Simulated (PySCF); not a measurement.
# Radial density of As⁺ (arsenic, charge +1)

B3LYP, [Ar] 3d10 4s2 4p2, high-spin 3P determinant. Computed with PySCF 2.14 in cc-pVDZ-DK (5s4p2d, 27 functions), with the spin-free X2C one-electron Hamiltonian (Gaussian nucleus).

| r (bohr) | 4πr²ρ (e/bohr) | 4πr²(ρα − ρβ) |
| --- | --- | --- |
| 0.00102 | 0.5221 | 0.0000 |
| 0.00171 | 1.255 | 0.0000 |
| 0.00288 | 2.969 | 0.0000 |
| 0.00485 | 6.753 | 0.0000 |
| 0.00815 | 14.21 | 0.0001 |
| 0.0137 | 26.07 | 0.0006 |
| 0.0231 | 38.12 | 0.0030 |
| 0.0388 | 39.46 | 0.0134 |
| 0.0653 | 32.80 | 0.0420 |
| 0.110 | 42.96 | 0.0645 |
| 0.185 | 42.25 | 0.0062 |
| 0.311 | 24.28 | 0.0605 |
| 0.522 | 30.86 | 0.1376 |
| 0.879 | 12.79 | 0.0318 |
| 1.48 | 3.370 | 0.8269 |
| 2.49 | 1.447 | 0.8115 |
| 4.18 | 0.1430 | 0.1161 |
| 7.03 | 0.0008312 | 0.0008 |

Densities and radii are taken from the X2C orbitals without a picture-change correction, which distorts them close to the nucleus.
